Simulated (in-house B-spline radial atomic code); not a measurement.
Radial electron density of Ar, [Ne] 3s2 3p6. Computed with a B-spline radial code for spherical atoms: non-relativistic BLYP, spin-polarised, spherical fractional occupations, point nucleus.

Columns: r (bohr), 4πr²n(r) (electrons per bohr), bar.

```
 0.00332   0.4728 #
 0.00398   0.6634 #
 0.00478   0.9297 ##
 0.00573    1.291 ###
 0.00688    1.786 ####
 0.00825    2.444 #####
  0.0099    3.317 #######
  0.0119    4.459 #########
  0.0143    5.907 ############
  0.0171    7.639 ################
  0.0205     9.72 #####################
  0.0246    12.09 ##########################
  0.0296    14.64 ###############################
  0.0355    17.09 ####################################
  0.0426    19.16 ########################################
  0.0511    20.51 ###########################################
  0.0613    20.85 ############################################
  0.0735    20.05 ##########################################
  0.0883    18.32 #######################################
   0.106    16.28 ##################################
   0.127    14.82 ###############################
   0.152     14.7 ###############################
   0.183     16.2 ##################################
    0.22    18.68 #######################################
   0.263    20.68 ############################################
   0.316    20.81 ############################################
   0.379     18.3 #######################################
   0.455    13.77 #############################
   0.546    8.948 ###################
   0.655    5.607 ############
   0.787    4.477 #########
   0.944    4.952 ##########
    1.13    5.661 ############
    1.36     5.58 ############
    1.63    4.558 ##########
    1.96     3.08 ######
    2.35    1.755 ####
    2.82   0.8388 ##
    3.38   0.3367 #
    4.06   0.1089 
    4.87  0.02778 
    5.84 0.005278
```

On this grid the curve has 3 maxima, near 0.0613, 0.316, 1.13 bohr.

The 3p down radial function P(r) = rR(r), positive near the nucleus:

```
r (bohr)          P
 0.00398  0.0008289
 0.00573   0.001691
 0.00825   0.003428
  0.0119   0.006902
  0.0171    0.01361
  0.0246    0.02634
  0.0355    0.04983
  0.0511    0.09007
  0.0735     0.1535
   0.106     0.2416
   0.152     0.3355
    0.22     0.3895
   0.316     0.3218
   0.455    0.06953
   0.655    -0.3297
   0.944    -0.6976
    1.36    -0.8133
    1.96    -0.6364
    2.82    -0.3508
    4.06    -0.1316
    5.84   -0.02951
```
